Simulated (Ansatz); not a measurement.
Relaxation of GaH$_{5}$N$_{2}$O (9 atoms, charge 0, multiplicity 1), to a largest force component of 0.02 eV/Å in at most 40 steps.

Theory: RKS B3LYP/def2-SVP in Ansatz.

```xyz
9
Properties=species:S:1:pos:R:3
Ga 0.000 0.000 0.000
O 0.000 0.000 1.790
H -0.909 -0.281 2.127
N 1.671 0.000 -0.965
H 2.138 -0.918 -1.217
H 2.123 0.918 -1.243
N -1.671 0.000 -0.965
H -2.340 -0.816 -0.866
H -1.920 0.816 -1.594
```

**Question.** Where does it end, and by what steps?

**Answer.** The run converged. After 15 steps the energy has fallen by 1.107 eV; H5 moved furthest, 1.19 Å.

```csv
step,energy less start (eV),largest force component (eV/Å),accepted
0,0.0000,2.079,yes
1,-0.4645,2.433,yes
2,-0.6868,1.629,yes
3,-0.8545,0.864,yes
4,-0.9362,0.333,yes
5,-0.9680,0.201,yes
6,-1.0016,0.345,yes
7,-1.0430,0.300,yes
8,-1.0799,0.218,yes
9,-1.0994,0.227,yes
10,-1.0958,0.266,no
11,-1.1059,0.090,yes
12,-1.1067,0.052,yes
13,-1.1054,0.054,no
14,-1.1065,0.061,no
15,-1.1071,0.013,yes
```

```xyz
9
Properties=species:S:1:pos:R:3
Ga -0.031 -0.023 -0.092
O 0.039 0.008 1.702
H -0.816 -0.074 2.142
N 1.564 0.233 -0.931
H 1.710 -0.040 -1.897
H 2.424 0.152 -0.398
N -1.606 -0.291 -0.981
H -2.500 -0.193 -0.512
H -1.694 -0.054 -1.965
```

Time of the run: 41 s on 2 threads of Arm Neoverse V2, on a shared host, peak memory 0.21 GiB.
